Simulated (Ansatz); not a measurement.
This geometry of BrH + Cl2H2OSn (8 atoms, charge 0, multiplicity 1) is a first-order saddle point.

These are results of Ansatz, RKS PBE0/def2-SVP, not measurements.

```xyz
8
Properties=species:S:1:pos:R:3
Sn 0.039 -0.155 0.111
O -0.385 1.161 1.615
H -0.853 1.971 1.365
Cl 1.374 0.898 -1.469
Cl -2.084 -0.171 -0.884
H 0.417 -1.713 0.637
Br 2.296 0.511 2.289
H 0.848 1.148 2.162
```

(1) Which two structures does it join? (They come from a converged band through this point; their orientation in space is the band's.)

(2) How far does it lie above each of them?

Results:

(1) Bonds broken: Sn1–O2, Br7–H8. Bonds formed: Sn1–Br7, O2–H8. BrH + Cl2H2OSn becomes BrCl2H3OSn.

Image 0:

```xyz
8
Properties=species:S:1:pos:R:3
Sn -0.141 -0.138 -0.093
O -0.246 1.275 1.300
H -0.447 2.159 0.966
Cl 1.273 0.655 -1.766
Cl -2.268 -0.304 -1.032
H 0.379 -1.572 0.638
Br 2.106 0.518 3.293
H 0.996 1.056 2.519
```

Image 8:

```xyz
8
Properties=species:S:1:pos:R:3
Sn 0.597 -0.045 0.049
O -0.675 0.669 2.140
H -1.315 1.297 1.773
Cl 1.731 -0.574 -1.947
Cl -1.091 1.381 -0.786
H 0.111 -1.542 0.676
Br 2.353 1.257 1.262
H -0.059 1.207 2.657
```

(2) 2.1 kcal/mol above the first and 25.4 kcal/mol above the second. This is the barrier of this one path; another mechanism may lie lower. The orbitals stay closed-shell, which can raise the energy where a bond breaks towards radicals; this wasn't checked here.

Run time: 9.3 min on 4 threads of Arm Neoverse V2 (shared host), peak memory 0.41 GiB.
